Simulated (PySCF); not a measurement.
Perfluoroethane, C2F6.
Bonds: F1–C2, C2–F3, C2–F4, C2–C5, C5–F6, C5–F7, C5–F8.

Method: PySCF 2.14.0, PBE0-D3(BJ)/def2-SVP geometry optimisation, gas phase; density fitting, grid level 1; the optimiser is geomeTRIC in internal coordinates, started from a GFN2-xTB structure with every atom displaced at random (about 0.01 Å).

Step 1: E = -18343.6377 eV
```
atom  x, y, z in Å  |  force x, y, z in eV/Å
F1      0.7794   -0.2350    1.6731   -0.369   0.491  -1.196
C2     -0.0348    0.2470    0.7238   -0.148   0.618   0.105
F3      0.0967    1.5774    0.5777    0.713  -0.551   0.582
F4     -1.2801    0.0469    1.0900   -0.496  -0.508   0.546
C5      0.1070   -0.3127   -0.7158    0.563  -0.495   0.808
F6      1.2833   -0.0031   -1.2195    0.264   0.221  -0.188
F7     -0.0442   -1.6266   -0.8075   -0.121   0.096   0.289
F8     -0.8532    0.2850   -1.3715   -0.405   0.129  -0.945
```

Step 2: E = -18343.7919 eV
```
atom  x, y, z in Å  |  force x, y, z in eV/Å
F1      0.7845   -0.2470    1.6080    0.028   0.066  -0.485
C2     -0.0537    0.2609    0.7191   -0.316   0.581  -0.060
F3      0.1139    1.5855    0.6351    0.272  -0.425   0.174
F4     -1.2922    0.0439    1.1298   -0.095  -0.254   0.087
C5      0.1014   -0.3040   -0.7191    0.157  -0.185   0.358
F6      1.2887    0.0034   -1.2110    0.077   0.091   0.020
F7     -0.0458   -1.6196   -0.7623   -0.014   0.047   0.219
F8     -0.8427    0.2558   -1.4493   -0.110   0.079  -0.313
```

Step 3: E = -18343.8369 eV
```
atom  x, y, z in Å  |  force x, y, z in eV/Å
F1      0.8068   -0.2740    1.5113    0.162  -0.112   0.339
C2     -0.0732    0.2766    0.7059   -0.251   0.202  -0.363
F3      0.1247    1.5879    0.6639   -0.094  -0.050   0.162
F4     -1.3026    0.0247    1.1373    0.167   0.069   0.109
C5      0.0901   -0.2905   -0.7116   -0.063   0.096   0.016
F6      1.2938    0.0136   -1.1707   -0.023  -0.060  -0.085
F7     -0.0536   -1.6055   -0.6863   -0.007   0.004  -0.110
F8     -0.8318    0.2462   -1.4995    0.109  -0.149  -0.068
```

Step 4: E = -18343.8450 eV
```
atom  x, y, z in Å  |  force x, y, z in eV/Å
F1      0.8070   -0.2710    1.5180    0.122  -0.070   0.079
C2     -0.0740    0.2820    0.7060   -0.159   0.121  -0.028
F3      0.1150    1.5931    0.6867   -0.004  -0.021  -0.027
F4     -1.2953    0.0286    1.1523    0.010  -0.027  -0.021
C5      0.0890   -0.2891   -0.7165   -0.002   0.014  -0.116
F6      1.2932    0.0033   -1.1813    0.036   0.027   0.023
F7     -0.0575   -1.6036   -0.6934   -0.022  -0.030   0.034
F8     -0.8233    0.2356   -1.5215    0.020  -0.013   0.056
```

Problem. Estimate the geometry and energy of step 5. (The exact step hangs on the optimiser's Hessian estimate; all steps are aligned on step 4, rigid shifts and turns removed.)

Solution. E = -18343.8457 eV, largest force 0.062 eV/Å
```
atom  x, y, z in Å  |  force x, y, z in eV/Å
F1      0.8104   -0.2708    1.5175    0.027  -0.004   0.011
C2     -0.0751    0.2829    0.7055   -0.047   0.037  -0.012
F3      0.1128    1.5938    0.6852   -0.017  -0.028  -0.006
F4     -1.2949    0.0252    1.1523    0.022  -0.008  -0.014
C5      0.0895   -0.2888   -0.7179   -0.006   0.016   0.001
F6      1.2956    0.0026   -1.1794   -0.008  -0.003   0.009
F7     -0.0618   -1.6032   -0.6918    0.012  -0.009   0.004
F8     -0.8222    0.2371   -1.5211    0.018  -0.001   0.007
```

The energy changes by -0.0007 eV. The first-order estimate −F·Δx gives -0.0012 eV and the mean of the old and new forces, exact on a quadratic surface, -0.0007 eV. The step makes an angle of 61° with the force vector and moves no atom by more than 0.005 Å.

What follows is the cost of the whole optimisation. Time: 56 s; peak memory 0.47 GiB. Hardware: one thread, Arm Neoverse N1 (aarch64), shared host.
